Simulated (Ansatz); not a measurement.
Ideal-gas functions of CH₄AlClO (`C[O][AlH][Cl]`) at 500 K and 1 bar, from an Ansatz frequency run at PBE0-D4/def2-TZVP.

Molar mass 94.48 g/mol, point group Cs (symmetry number 1), electronic degeneracy 1, moments of inertia 54.682, 205.995, 257.516 u Å². Harmonic wavenumbers (cm⁻¹, unscaled): 86, 91, 156, 269, 469, 509, 635, 755, 1182, 1191, 1232, 1485, 1496, 1500, 2015, 3017, 3085, 3093.

Use S(trans) = R[1.5 ln M + 2.5 ln T − 1.1517]; rotational temperatures θ = 24.2544 K / I; S(rot) = R[ln(√π/σ · √(T³/θAθBθC)) + 1.5]; for each mode x = 1.438777 ν̃/T, S = R[x/(eˣ − 1) − ln(1 − e⁻ˣ)] and H = RT x/(eˣ − 1); 1 cm⁻¹ = 0.0119627 kJ/mol; R = 8.31446 J/(mol·K).

Task: By hand: the entropy, in J/(mol·K).

Result: Translation 176.3. Rotation: θ = 0.4436, 0.1177, 0.0942 K, giving 116.8. Vibration, mode by mode: 19.95, 19.48, 15.04, 10.65, 6.43, 5.85, 4.37, 3.33, 1.26, 1.23, 1.12, 0.62, 0.60, 0.60, 0.17, 0.01, 0.01, 0.01, in all 90.7. Electronic 0.0. Sum 383.8 J/(mol·K).

Task: By hand: H − E and G − E in kJ/mol, counted from the electronic energy.

Result: Zero-point energy ½ × 22266 × 0.0119627 = 133.2; thermal vibration 22.0; translation, rotation and pV give 4 RT = 16.6. H − E = 171.8 kJ/mol, and G − E = 171.8 − 500 × 383.8/1000 = -20.1 kJ/mol.

Vibration gives 24 % of the entropy, 39.4 J/(mol·K) of it from the modes under 150 cm⁻¹: soft modes count most, and the harmonic formula is weakest for them. The sum counts one conformer and one mirror image; others add a mixing term.
